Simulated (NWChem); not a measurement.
System: BHF, doublet; SMILES [BH]F

Input file for NWChem:

```
start job
memory heap 200 mb stack 900 mb global 1100 mb
geometry units angstroms noautoz
  B      0.141375     0.713130     0.000000
  F      0.031310    -0.583194     0.000000
  H     -0.840399     1.433356     0.000000
end
basis spherical
  * library def2-qzvp
end
dft
  odft
  mult 2
  xc xpbe96 cpbe96
  iterations 150
  mulliken
end
task dft gradient
```

Excerpt of the output:

```
             Northwest Computational Chemistry Package (NWChem) 7.3.0
             --------------------------------------------------------

 CS  symmetry detected

                             Geometry "geometry" -> ""
                             -------------------------

 Output coordinates in angstroms (scale by  1.889725989 to convert to a.u.)

  No.       Tag          Charge          X              Y              Z
 ---- ---------------- ---------- -------------- -------------- --------------
    1 B                    5.0000     0.15230249     0.72572144     0.00000000
    2 F                    9.0000     0.00521835    -0.56692564     0.00000000
    3 H                    1.0000    -0.80847763     1.47372360     0.00000000

 Effective nuclear repulsion energy (a.u.)      22.6446288589

      Symmetry information
      --------------------

 Group name             Cs
 Group number              2
 Group order               2
 No. of unique centers     3

  pbe96 is a nonlocal functional; adding pw91lda local functional.

                                 NWChem DFT Module
                                 -----------------

 Summary of "ao basis" -> "ao basis" (spherical)
 ------------------------------------------------------------------------------
       Tag                 Description            Shells   Functions and Types
 ---------------- ------------------------------  ------  ---------------------
 B                         def2-qzvp                17       57   7s4p3d2f1g
 F                         def2-qzvp                17       57   7s4p3d2f1g
 H                         def2-qzvp                10       30   4s3p2d1f

      Symmetry analysis of basis
      --------------------------

        a'         94
        a"         50

            General Information
            -------------------
          SCF calculation type: DFT
          Wavefunction type:  spin polarized.
          No. of atoms     :     3
          No. of electrons :    15
           Alpha electrons :     8
            Beta electrons :     7
          Charge           :     0
          Spin multiplicity:     2
          Use of symmetry is: on ; symmetry adaption is: on
          Maximum number of iterations: 150
          AO basis - number of functions:   144
                     number of shells:    44
          Convergence on energy requested:  1.00D-06
          Convergence on density requested:  1.00D-05
          Convergence on gradient requested:  5.00D-04

              XC Information
              --------------
          PerdewBurkeErnzerhof Exchange Functional  1.000
            Perdew 1991 LDA Correlation Functional  1.000 local
           PerdewBurkeErnz. Correlation Functional  1.000 non-local

             Grid Information
             ----------------
          Grid used for XC integration:  medium
          Radial quadrature: Mura-Knowles
          Angular quadrature: Lebedev.
          Tag              B.-S. Rad. Rad. Pts. Rad. Cut. Ang. Pts.
          ---              ---------- --------- --------- ---------
          B                   0.85       49           8.0       434
          F                   0.50       49           8.0       434
          H                   0.35       45           8.0       434
          Grid pruning is: on
          Number of quadrature shells:   143
          Spatial weights used:  Erf1

      Superposition of Atomic Density Guess
      -------------------------------------

 Sum of atomic energies:        -124.45713026

      Non-variational initial energy
      ------------------------------

 Total energy =    -124.761992
 1-e energy   =    -216.547915
 2-e energy   =      69.141294
 HOMO         =      -0.096533
 LUMO         =       0.015434

   Symmetry analysis of molecular orbitals - initial alpha
   -------------------------------------------------------

  Numbering of irreducible representations:

     1 a'          2 a"

  Orbital symmetries:

     1 a'          2 a'          3 a'          4 a'          5 a'
     6 a"          7 a'          8 a'          9 a"         10 a'
    11 a'         12 a'         13 a"         14 a'         15 a'
    16 a'         17 a"         18 a'

   Symmetry analysis of molecular orbitals - initial beta
   ------------------------------------------------------

  Numbering of irreducible representations:

     1 a'          2 a"

  Orbital symmetries:

     1 a'          2 a'          3 a'          4 a'          5 a'
     6 a"          7 a'          8 a'          9 a"         10 a'
    11 a'         12 a'         13 a"         14 a'         15 a'
    16 a'         17 a"         18 a'

     ---------------------------------------------
      Total Density - Mulliken Population Analysis
     ---------------------------------------------

    Atom       Charge   Shell Charges
 -----------   ------   -------------------------------------------------------
    1 B    5     4.62   1.02  0.00  0.71  0.24  0.37  0.74  0.38  0.32  0.43  0.22  0.10  0.01  0.05  0.01  0.01  0.01  0.00
    2 F    9     9.39   1.16  0.01  0.63  0.17  0.54  1.03  0.34  1.61  1.95  1.60  0.34  0.00  0.00  0.01  0.00  0.00  0.00
    3 H    1     0.98   0.11  0.31  0.43  0.13  0.00  0.01 -0.00  0.00  0.00  0.00

     --------------------------------------------
      Spin Density - Mulliken Population Analysis
     --------------------------------------------

    Atom       Charge   Shell Charges
 -----------   ------   -------------------------------------------------------
    1 B    5     0.82   0.00  0.00 -0.00 -0.01  0.04  0.12  0.20  0.09  0.15  0.13  0.09  0.00  0.00 -0.01  0.00  0.00  0.00
    2 F    9     0.01   0.00  0.00 -0.00 -0.00  0.00  0.00 -0.01  0.02  0.02  0.00 -0.03  0.00  0.00  0.00  0.00  0.00  0.00
    3 H    1     0.17   0.02  0.05  0.09  0.02  0.00  0.00 -0.00  0.00  0.00  0.00

   convergence    iter        energy       DeltaE   RMS-Dens  Diis-err
 ---------------- ----- ----------------- --------- --------- ---------
 d= 0,ls=0.0,diis     1   -125.1063675724 -1.48D+02  3.52D-03  3.48D-01
                                                     2.00D-03  3.36D-01
 d= 0,ls=0.0,diis     2   -124.9291004127  1.77D-01  1.87D-03  6.92D-01
                                                     1.74D-03  7.13D-01
 d= 0,ls=0.0,diis     3   -125.1426548129 -2.14D-01  6.34D-04  1.09D-01
                                                     4.39D-04  1.07D-01
 d= 0,ls=0.0,diis     4   -125.1717377704 -2.91D-02  4.33D-04  2.47D-03
                                                     1.56D-04  1.95D-03
 d= 0,ls=0.0,diis     5   -125.1729496516 -1.21D-03  1.00D-04  1.16D-04
                                                     4.82D-05  1.13D-04
  Resetting Diis
 d= 0,ls=0.0,diis     6   -125.1730118439 -6.22D-05  2.81D-05  1.19D-05
                                                     8.51D-06  1.16D-05
 d= 0,ls=0.0,diis     7   -125.1730171696 -5.33D-06  2.19D-06  8.87D-08
                                                     3.67D-06  1.96D-07
 d= 0,ls=0.0,diis     8   -125.1730172235 -5.39D-08  1.68D-06  2.24D-07
                                                     9.37D-07  1.71D-07

         Total DFT energy =     -125.173017223474
      One electron energy =     -217.314366249971
           Coulomb energy =       84.196162937690
    Exchange-Corr. energy =      -14.699442770092
 Nuclear repulsion energy =       22.644628858900

 Numeric. integr. density =       14.999999869227

                  Occupations of the irreducible representations
                  ----------------------------------------------

                     irrep           alpha         beta
                     --------     --------     --------
                     a'                7.0          6.0
                     a"                1.0          1.0

                    DFT Final Alpha Molecular Orbital Analysis
                    ------------------------------------------

 Vector    6  Occ=1.000000D+00  E=-4.361922D-01  Symmetry=a"
              MO Center=  1.9D-02, -4.4D-01,  1.9D-14, r^2= 6.2D-01
   Bfn.  Coefficient  Atom+Function         Bfn.  Coefficient  Atom+Function
  ----- ------------  ---------------      ----- ------------  ---------------
    67      0.365051  2 F  pz                70      0.327233  2 F  pz
    73      0.299317  2 F  pz                76      0.126934  2 F  pz
    10      0.098074  1 B  pz                13      0.097986  1 B  pz
    16      0.043411  1 B  pz

 Vector    7  Occ=1.000000D+00  E=-3.853187D-01  Symmetry=a'
              MO Center= -1.8D-01,  8.2D-01,  2.0D-15, r^2= 1.6D+00
   Bfn.  Coefficient  Atom+Function         Bfn.  Coefficient  Atom+Function
  ----- ------------  ---------------      ----- ------------  ---------------
     6      0.289397  1 B  s                117      0.184182  3 H  s
   116      0.168876  3 H  s                  9      0.156826  1 B  py
    65      0.157313  2 F  px                 5      0.145929  1 B  s
    66     -0.141879  2 F  py                68      0.141068  2 F  px
    69     -0.129505  2 F  py                71      0.129436  2 F  px

[...]

                         DFT ENERGY GRADIENTS

    atom               coordinates                        gradient
                 x          y          z           x          y          z
   1 B       0.287810   1.371415   0.000000   -0.000700  -0.008706   0.000000
   2 F       0.009861  -1.071334   0.000000    0.001511   0.007141   0.000000
   3 H      -1.527801   2.784934   0.000000   -0.000811   0.001564   0.000000
```

Level: PBE/def2-QZVP, spin-unrestricted. In the optimisation the excess spin sits in a' (Cs, its own frame). All runs use the structure optimised with PBE0/def2-SVP, spin-unrestricted. No stability test was run on the SCF state.
